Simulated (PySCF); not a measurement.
A structure optimised at PBE-D3(BJ)/def2-SVP, used in a PySCF frequency run:

```xyz
10

C      2.2017     1.2816    -0.2982
C      1.5473     0.1102    -0.4337
Si    -0.3181     0.0373    -0.4945
O     -0.9913     1.5080    -0.0635
Cl    -0.9138    -1.4838     0.8125
H      1.6540     2.2377    -0.2255
H      3.3030     1.3428    -0.2566
H      2.1292    -0.8272    -0.5051
H     -0.8817    -0.2727    -1.8417
H     -0.7803     1.8077     0.8388
```
Charge 0, spin multiplicity 1.

Problem. Write its SMILES and formula.

Solution. C=C[Si@H](O)Cl, C₂H₅ClOSi

Problem. What are its rotational constants (standard atomic weights)?

Solution. 4.8555, 2.0104, 1.5823 GHz
